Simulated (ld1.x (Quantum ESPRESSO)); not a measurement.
## Logarithmic derivatives: nitrogen, TM

- Element: nitrogen
- Generator: ld1.x (Quantum ESPRESSO) 7.5
- Type: norm-conserving Troullier–Martins (Kleinman–Bylander form)
- Functional: revPBE
- Relativity: scalar-relativistic
- Frozen core: [He]
- Valence charge: 5
- Reference configuration: 2s2 2p1 (charge +2)
- Partial waves: 2s (bound): rc 0.65 bohr; 2p (bound): rc 1.55 bohr; 3d channel at 0.05 Ry: rc 1.45 bohr
- Local potential: the d channel
- Core correction: Bessel-smoothed model core inside 0.45 bohr

The phase is arctan(r·u′/u) with u = r·R(r), unwrapped; energies in Ry, scanned from -6 to 5 Ry. A pole is an energy at which the radial function vanishes at the test radius. The pseudo phase is shifted by a multiple of π to meet the all-electron one at the reference energy, and phase errors are pseudo minus all-electron; the curves can meet again beyond the range given. Levels narrower than the energy grid can be missing from the lists of poles.

```csv
channel,radius (bohr),reference energy (Ry),"poles, all-electron","poles, pseudo",unbroken range about the reference energy with phases within 0.05 rad,phase error 1 Ry above the reference energy (rad)
s,1.71,-3.62,-2.38,-2.38,below 2.0,-0.001
p,1.71,-2.75,-1.73,-1.73,below 1.7,+0.002
d,1.71,0.05,none,none,the whole range,+0.001
```

Phases in the s channel:

```json
{"E (Ry)": "-6.00", "all-electron": "1.144", "pseudo": "1.143"}
{"E (Ry)": "-5.74", "all-electron": "1.104", "pseudo": "1.103"}
{"E (Ry)": "-5.48", "all-electron": "1.051", "pseudo": "1.050"}
{"E (Ry)": "-5.22", "all-electron": "0.977", "pseudo": "0.976"}
{"E (Ry)": "-4.96", "all-electron": "0.866", "pseudo": "0.865"}
{"E (Ry)": "-4.70", "all-electron": "0.689", "pseudo": "0.687"}
{"E (Ry)": "-4.44", "all-electron": "0.382", "pseudo": "0.381"}
{"E (Ry)": "-4.18", "all-electron": "-0.116", "pseudo": "-0.117"}
{"E (Ry)": "-3.92", "all-electron": "-0.661", "pseudo": "-0.662"}
{"E (Ry)": "-3.66", "all-electron": "-1.032", "pseudo": "-1.032"}
{"E (Ry)": "-3.40", "all-electron": "-1.246", "pseudo": "-1.246"}
{"E (Ry)": "-3.14", "all-electron": "-1.377", "pseudo": "-1.377"}
{"E (Ry)": "-2.88", "all-electron": "-1.464", "pseudo": "-1.464"}
{"E (Ry)": "-2.62", "all-electron": "-1.526", "pseudo": "-1.526"}
{"E (Ry)": "-2.36", "all-electron": "-1.573", "pseudo": "-1.574"}
{"E (Ry)": "-2.10", "all-electron": "-1.612", "pseudo": "-1.613"}
{"E (Ry)": "-1.84", "all-electron": "-1.644", "pseudo": "-1.645"}
{"E (Ry)": "-1.58", "all-electron": "-1.672", "pseudo": "-1.673"}
{"E (Ry)": "-1.32", "all-electron": "-1.697", "pseudo": "-1.699"}
{"E (Ry)": "-1.06", "all-electron": "-1.721", "pseudo": "-1.724"}
{"E (Ry)": "-0.80", "all-electron": "-1.744", "pseudo": "-1.747"}
{"E (Ry)": "-0.54", "all-electron": "-1.767", "pseudo": "-1.770"}
{"E (Ry)": "-0.28", "all-electron": "-1.789", "pseudo": "-1.794"}
{"E (Ry)": "-0.02", "all-electron": "-1.813", "pseudo": "-1.819"}
{"E (Ry)": "0.24", "all-electron": "-1.838", "pseudo": "-1.845"}
{"E (Ry)": "0.50", "all-electron": "-1.865", "pseudo": "-1.874"}
{"E (Ry)": "0.76", "all-electron": "-1.894", "pseudo": "-1.906"}
{"E (Ry)": "1.02", "all-electron": "-1.927", "pseudo": "-1.943"}
{"E (Ry)": "1.28", "all-electron": "-1.965", "pseudo": "-1.986"}
{"E (Ry)": "1.54", "all-electron": "-2.009", "pseudo": "-2.037"}
{"E (Ry)": "1.80", "all-electron": "-2.062", "pseudo": "-2.099"}
{"E (Ry)": "2.06", "all-electron": "-2.126", "pseudo": "-2.177"}
{"E (Ry)": "2.32", "all-electron": "-2.206", "pseudo": "-2.277"}
{"E (Ry)": "2.58", "all-electron": "-2.307", "pseudo": "-2.410"}
{"E (Ry)": "2.84", "all-electron": "-2.438", "pseudo": "-2.586"}
{"E (Ry)": "3.10", "all-electron": "-2.608", "pseudo": "-2.816"}
{"E (Ry)": "3.36", "all-electron": "-2.824", "pseudo": "-3.095"}
{"E (Ry)": "3.62", "all-electron": "-3.081", "pseudo": "-3.393"}
{"E (Ry)": "3.88", "all-electron": "-3.353", "pseudo": "-3.661"}
{"E (Ry)": "4.14", "all-electron": "-3.605", "pseudo": "-3.877"}
{"E (Ry)": "4.40", "all-electron": "-3.813", "pseudo": "-4.040"}
{"E (Ry)": "4.66", "all-electron": "-3.976", "pseudo": "-4.162"}
{"E (Ry)": "4.92", "all-electron": "-4.101", "pseudo": "-4.255"}
```
